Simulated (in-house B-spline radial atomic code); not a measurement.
## RPA and G0W0 on TPSS: V VI (V5+)

Configuration [Ne] 3s2 3p6, mean-field start TPSS. Computed with a B-spline radial code for spherical atoms: all electrons, scalar-relativistic (spin-free one-electron X2C), finite nucleus, each spin shell either full or empty, empty states to l = 9 with an (l + 1/2)⁻⁴ tail; G0W0 by contour deformation at full frequency.

Command:
```bash
python run_gw.py task.json out
```
Settings (radii: box in bohr, nucleus in fm):
```
Z                        23
electrons                18
configuration            [Ne] 3s2 3p6
hamiltonian              x2c
method                   tpss,tpss
lmax                     9
rms_radius               3.6002
spin_polarised           False
box_radius               10.43
intervals                68
```

Time taken, with all properties: 2 s on 1 thread of Arm Neoverse N1, on a shared host.

Energies (hartree):

```csv
term,value
mean-field total,-943.20726
Hartree-Fock functional on these orbitals,-942.35617
direct second order,-1.4053
second-order exchange,0.46936
SOSEX correction,0.42753
```

Problem. What is the RPA correlation energy, and what remains with SOSEX?

Solution. RPA gives -1.2246 hartree (-1.85 eV per electron); RPA + SOSEX gives -0.79706, and the second-order doubles -0.93596 hartree (no singles). RPA lacks exchange-type terms and so overcorrelates at short range.

Quasi-particle levels (eV):

| level | occupied | mean field | Σx - vxc | Σc | QP weight | G0W0 |
| --- | --- | --- | --- | --- | --- | --- |
| 3p | yes | -117.73 | -10.51 | ? | ? | ? |
| 2p | yes | -585.93 | -42.58 | 12.29 | 0.862 | -616.23 |
| 3d | no | -75.31 | 12.77 | -3.17 | 0.965 | -65.71 |

G0W0 = mean field + (Σx - vxc) + Σc, with Σc (partial-wave tail included) taken at the quasi-particle energy. Only the outer levels were computed. Levels of low weight are left out.

Problem. Where does G0W0 put 3p?

Solution. At -128.44 eV, with Σc = -0.21 eV and a quasi-particle weight of 0.951. The tabulated removal energy is 128.125 ± 0.025 eV (NIST, measured); the calculation leaves out spin-orbit coupling, Breit and QED terms, and what these don't explain is the method's own error.
